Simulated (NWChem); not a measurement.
System meant: C₄H₆Si; SMILES C(#C)[SiH2]C=C

Here is an NWChem input.

```
start job
memory heap 200 mb stack 900 mb global 1100 mb
geometry units angstroms noautoz
  C      0.717493     2.695664     0.100178
  C      0.119619     1.636732     0.047679
  Si    -0.768678     0.028160    -0.039658
  C      0.411488    -1.355770    -0.465392
  C      0.590201    -2.430371     0.311171
  H      1.244463     3.632351     0.147971
  H     -1.400651    -0.258731     1.282257
  H     -1.834524     0.160156    -1.078732
  H      0.980974    -1.287629    -1.401763
  H      0.055309    -2.555617     1.259732
  H      1.280633    -3.236558     0.038322
end
basis spherical
  * library def2-svp
end
dft
  xc xpbe96 cpbe96
  iterations 4
  mulliken
end
task dft energy
```

End of the output:

```
    Atom       Charge   Shell Charges
 -----------   ------   -------------------------------------------------------
    1 C    6     6.03   1.97  0.64  0.36  1.80  1.22  0.05
    2 C    6     6.20   1.97  0.67  0.37  1.84  1.30  0.05
    3 Si  14    13.52   2.00  1.93  0.64  0.32  5.81  1.34  1.14  0.34
    4 C    6     6.19   1.97  0.63  0.34  1.87  1.31  0.06
    5 C    6     6.03   1.97  0.61  0.32  1.84  1.23  0.07
    6 H    1     0.96   0.60  0.28  0.08
    7 H    1     1.08   0.64  0.42  0.02
    8 H    1     1.08   0.64  0.42  0.02
    9 H    1     0.96   0.63  0.27  0.07
   10 H    1     0.97   0.63  0.27  0.07
   11 H    1     0.97   0.63  0.27  0.07

 center of mass
 --------------
 x =  -0.00539479 y =   0.08139959 z =  -0.00698057

 moments of inertia (a.u.)
 ------------------
         909.500189120079          -0.000000000000           0.000000000000
          -0.000000000000         175.006908115233           0.000000000000
           0.000000000000           0.000000000000        1010.611731090710

     Multipole analysis of the density
     ---------------------------------

     L   x y z        total         alpha         beta         nuclear
     -   - - -        -----         -----         ----         -------
     0   0 0 0     -0.000000    -22.000000    -22.000000     44.000000

     1   1 0 0      0.281581      0.140791      0.140791     -0.000000
     1   0 1 0     -0.088356     -0.044178     -0.044178      0.000000
     1   0 0 1     -0.044031     -0.022015     -0.022015      0.000000

     2   2 0 0    -28.566542    -57.156456    -57.156456     85.746370
     2   1 1 0      1.233577      1.484235      1.484235     -1.734893
     2   1 0 1     -0.648446      0.535362      0.535362     -1.719170
     2   0 2 0    -23.857901   -258.508095   -258.508095    493.158289
     2   0 1 1     -0.217583      1.351294      1.351294     -2.920172
     2   0 0 2    -28.758104    -29.335600    -29.335600     29.913097

 ------------------------------------------------------------------------
 dft energy failed                                                                                  0
 ------------------------------------------------------------------------
 ------------------------------------------------------------------------
  current input line :
    24: task dft energy
 ------------------------------------------------------------------------
 ------------------------------------------------------------------------
 This type of error is most commonly associated with calculations not reaching convergence criteria
 ------------------------------------------------------------------------
 For more information see the NWChem manual at https://nwchemgit.github.io

0:dft energy failed:Received an Error in Communication
```

Task: What is wrong, and how is it mended?

Result: The run did not converge; its last values are not results. Cause: the SCF was allowed too few iterations. This input runs:
```
start job
memory heap 200 mb stack 900 mb global 1100 mb
geometry units angstroms noautoz
  C      0.717493     2.695664     0.100178
  C      0.119619     1.636732     0.047679
  Si    -0.768678     0.028160    -0.039658
  C      0.411488    -1.355770    -0.465392
  C      0.590201    -2.430371     0.311171
  H      1.244463     3.632351     0.147971
  H     -1.400651    -0.258731     1.282257
  H     -1.834524     0.160156    -1.078732
  H      0.980974    -1.287629    -1.401763
  H      0.055309    -2.555617     1.259732
  H      1.280633    -3.236558     0.038322
end
basis spherical
  C library def2-svp
  Si library def2-svp
  H library def2-svp
end
dft
  xc xpbe96 cpbe96
  iterations 150
  mulliken
end
task dft energy
```
It converges to -444.86283 Ha (PBE/def2-SVP).
